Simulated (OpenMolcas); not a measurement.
**Co4+: effect of the basis set**

| Property | Result |
| --- | --- |
| Program | OpenMolcas |
| Method | SS-RASPT2, IPEA 0.25 Eh, imaginary shift 0.1 Eh (closed shells correlated: 3s) |
| Active space | 11 electrons in 8 orbitals (RAS1 3p, at most 2 holes; RAS2 3d) |
| State averaging | 2S+1 = 6 even, 1 root; 2S+1 = 4 even, 24 roots; 2S+1 = 2 even, 53 roots |
| Spin-orbit coupling | state interaction with AMFI integrals over the reference wave functions, term energies averaged over their components |

A. ANO-RCC-VTZP [6s5p3d2f1g], DKH2, point nucleus; CASPT2 step of the order of 40 core-seconds
B. ANO-R2 [7s5p4d2f1g], X2C, finite nucleus; CASPT2 step roughly 40 core-seconds
C. ANO-RCC-VQZP [7s6p4d3f2g1h], DKH2, point nucleus; CASPT2 step about 2.7 core-minutes

Energies in cm-1 above 3d5 6S 5/2, the measured ground level; measured values from Sugar and Corliss, J. Phys. Chem. Ref. Data 10, 1097 (1981).

| Level | A | B | C | Measured |
| --- | --- | --- | --- | --- |
| 3d5 6S 5/2 | 0.0 | 0.0 | 0.0 | 0.0 |
| 3d5 4G 5/2 | 38900 | 38500 | 38350 |  |
| 3d5 4G 7/2 | 38960 | 38550 | 38400 |  |
| 3d5 4G 11/2 | 38970 | 38560 | 38410 | 37218 |
| 3d5 4G 9/2 | 38990 | 38580 | 38430 |  |
| 3d5 4P 5/2 | 43050 | 42470 | 42420 | 40753 |
| 3d5 4P 3/2 | 43180 | 42590 | 42540 | 40891 |
| 3d5 4P 1/2 | 43340 | 42720 | 42670 | 41024 |
| 3d5 4D 7/2 | 46980 | 46420 | 46370 | 44709 |
| 3d5 4D 1/2 | 47130 | 46550 | 46500 | 44908 |
| 3d5 4D 3/2 | 47270 | 46670 | 46630 |  |
| 3d5 4D 5/2 | 47310 | 46710 | 46660 |  |
| 3d5 2I 11/2 | 56750 | 56120 | 55800 |  |
| 3d5 2I 13/2 | 56890 | 56250 | 55920 |  |
| 3d5 2D 5/2 [67 %] | 60430 | 59640 | 59490 | 57083 |
| 3d5 2D 3/2 | 61270 | 60430 | 60300 | 57823 |
| 3d5 2F 7/2(1) | 62990 | 62100 | 61940 | 59455 |
| 3d5 4F 9/2 | 63680 | 62890 | 62840 | 60830 |
| 3d5 4F 7/2 | 63780 | 62970 | 62920 | 60974 |
| 3d5 4F 3/2 | 64120 | 63270 | 63220 |  |
| 3d5 2H 9/2 | 67920 | 67080 | 66850 | 64742 |
| 3d5 2H 11/2 | 68520 | 67620 | 67380 | 65284 |
| 3d5 2G 7/2 | 69680 | 68820 | 68630 | 66229 |
| 3d5 2G 9/2 | 70200 | 69280 | 69090 | 66760 |

Deviations, from unrounded energies. A percentage is the sum of absolute deviations over the sum of measured energies, with the sign that they share, or ± where signs differ.

| Against measurement | Levels | A | B | C |
| --- | --- | --- | --- | --- |
| mean absolute deviation (cm-1) | 15 | 2800 | 2100 | 2000 |
| other terms of the ground configuration (%) | 15 | +5.2 | +3.9 | +3.7 |

C lies closest to measurement on these levels and A furthest from it. The largest miss of C in the table is 3d5 2F 7/2(1), by +2500 cm-1. The ranking rests on the paired levels alone, and a cruder setting can come out closer through cancelling errors.

Among A to C the level of the table that moves most is 3d5 2H 11/2, by 1100 cm-1 (lowest in C, highest in A). Moves below CASPT2's spread within the term are not significant.

CASPT2 breaks the degeneracy within a term, and the mean is taken; among the terms shown or strongly mixed into the levels shown the widest spread is 220 cm-1 (3d5 4F, C). Active for correlation alone: 3p; no level in the range computed is led by a configuration that opens it, so any true level of that kind is missing. Some levels mix across a computed gap that differs much from the measured one, so their mixing is not that of the real levels (holds for A). Computed and measured levels are paired by configuration, term and J; levels that our copy of the source lacks, or whose pairing is in doubt (as where it misses far off the trend of its configuration), stay unpaired and out of the deviations. Only configurations of the active space appear. The table leaves out levels that lie high or whose names do not pair safely across all columns.

A share in square brackets marks a mixed level and gives the weight of the term that names it, the lowest over the columns. A number in round brackets counts repeated terms of one configuration in the order of the reference energies.
